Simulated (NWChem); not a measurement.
Correlation energy of disilylmethane (CH8Si2)

SMILES: [SiH3]C[SiH3]
```xyz
11

Si    -1.5951     0.0000     0.1819
C      0.0000     0.0000    -0.8193
Si     1.5951     0.0000     0.1819
H     -2.7882     0.0000    -0.7199
H     -1.6633    -1.2124     1.0546
H     -1.6633     1.2124     1.0546
H      0.0000     0.8855    -1.4784
H      0.0000    -0.8855    -1.4784
H      1.6633    -1.2124     1.0546
H      1.6633     1.2124     1.0546
H      2.7882     0.0000    -0.7199
```
Charge 0, spin multiplicity 1.

Program: NWChem. All single points use one geometry, from PBE0/def2-SVP, a minimum by its harmonic frequencies.

Basis set: 3-21G. Each correlation energy counts from its own Hartree-Fock reference.

The correlated methods keep 11 core orbitals frozen. Coupled-cluster values serve here as a point of comparison, not as the truth.

Problem. For the correlation energy, CR-CCSD(T) gives -258.2 mHa and CCSD gives -254.0 mHa. What do MP2, SCS-MP2, CCSD(T) give?

Solution. MP2: -206.2 mHa; SCS-MP2: -219.7 mHa; CCSD(T): -259.2 mHa.
